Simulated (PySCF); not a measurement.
# Continuum solvent and chemical shifts

Molfile (atoms numbered from 1):
```
C3H6O3S
     RDKit          3D

 13 12  0  0  0  0  0  0  0  0999 V2000
   -2.4714    0.4760    0.0808 C   0  0  0  0  0  0  0  0  0  0  0  0
   -1.3743   -0.2732    0.1109 C   0  0  0  0  0  0  0  0  0  0  0  0
   -0.1986   -0.1643   -1.1982 S   0  0  0  0  0  6  0  0  0  0  0  0
    0.1878   -1.5127   -1.5714 O   0  0  0  0  0  0  0  0  0  0  0  0
   -0.6529    0.8045   -2.1672 O   0  0  0  0  0  0  0  0  0  0  0  0
    1.0580    0.5364   -0.4491 O   0  0  0  0  0  0  0  0  0  0  0  0
    2.0390   -0.2913    0.1594 C   0  0  0  0  0  0  0  0  0  0  0  0
   -3.2246    0.4030    0.8694 H   0  0  0  0  0  0  0  0  0  0  0  0
   -2.6368    1.1772   -0.7420 H   0  0  0  0  0  0  0  0  0  0  0  0
   -1.1325   -1.0083    0.8835 H   0  0  0  0  0  0  0  0  0  0  0  0
    2.9299    0.3368    0.2840 H   0  0  0  0  0  0  0  0  0  0  0  0
    1.7029   -0.6424    1.1488 H   0  0  0  0  0  0  0  0  0  0  0  0
    2.2744   -1.1543   -0.4785 H   0  0  0  0  0  0  0  0  0  0  0  0
  1  2  2  0
  2  3  1  0
  3  4  2  0
  3  5  2  0
  3  6  1  0
  6  7  1  0
  1  8  1  0
  1  9  1  0
  2 10  1  0
  7 11  1  0
  7 12  1  0
  7 13  1  0
M  END
```

GIAO PBE0/pcSseg-1 in PySCF 2.14.0 with density-fitted response routines on one PBE0-D3(BJ)/def2-SVP conformer, non-relativistic, equivalent nuclei averaged. Solvents enter as an IEF-PCM continuum (chloroform with ε = 4.7, water with ε = 78.4) around the gas-phase geometry. Shifts are referred to TMS, CS2 computed in the same medium.

Gas phase, δ in ppm: C2 141.7, C1 137.6, C7 54.2, S3 314.1, H9 6.75, H10 6.46, H8 6.30, H11/H12/H13 3.72. Dipole moment 4.26 D.

Q: How does each δ change in the continuum?

A: 
```tsv
atoms	environment	Δδ, chloroform	Δδ, water
C2	alkene CH	0.0	+0.3
C1	terminal =CH2 carbon	+3.7	+5.0
C7	methyl carbon bonded to O	+1.3	+1.8
S3	sulfonyl sulfur	+4.5	+6.2
H9	hydrogen on a terminal =CH2 carbon	+0.08	+0.09
H10	hydrogen on an alkene CH	+0.24	+0.38
H8	hydrogen on a terminal =CH2 carbon	+0.38	+0.52
H11/H12/H13	hydrogen on a methyl carbon bonded to O	+0.14	+0.20
```

Changes are relative to the gas phase. The dipole moment becomes 5.03 D in chloroform, 5.38 D in water.

Q: Which nuclei move most (in ppm), and what does the model miss?

A: S3 (sulfonyl sulfur, +6.2 ppm) in water. A continuum only polarises the solute; specific hydrogen bonds, the anisotropy of aromatic solvents and changes of geometry or conformer are outside it.
